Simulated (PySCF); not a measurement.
C3H8N2Si, SMILES N[C@@H]1CN=C1[SiH3].

Geometry: PBE0-D3(BJ)/def2-SVP. The structure was generated by enumeration; whether it is a known compound was not checked. Other conformers were not sampled.

Two levels are set side by side: PBE/def2-TZVP (PySCF) and CAM-B3LYP/def2-TZVP (PySCF). Same geometry, gas phase. Differences are taken from unrounded values.

```tsv
quantity	CAM-B3LYP	PBE	PBE minus CAM-B3LYP
orbital gap (eV)	8.51	3.50	-5.01
highest occupied level (eV)	-8.23	-5.43	2.80
lowest empty level (eV)	0.28	-1.93	-2.21
dipole moment (D)	2.08	2.04	-0.04
mean polarisability (bohr³)	74.9	79.5	4.7
```

PBE's occupied levels lie high since its potential decays too fast outside the molecule; exact exchange lowers them and widens the gap. Loosely held outer electrons make PBE densities more polarisable. Differences between two approximate levels are no errors against the true value.

Rough cost on one machine, each run with all the roots and properties that it gave: CAM-B3LYP against PBE within a factor of 2.
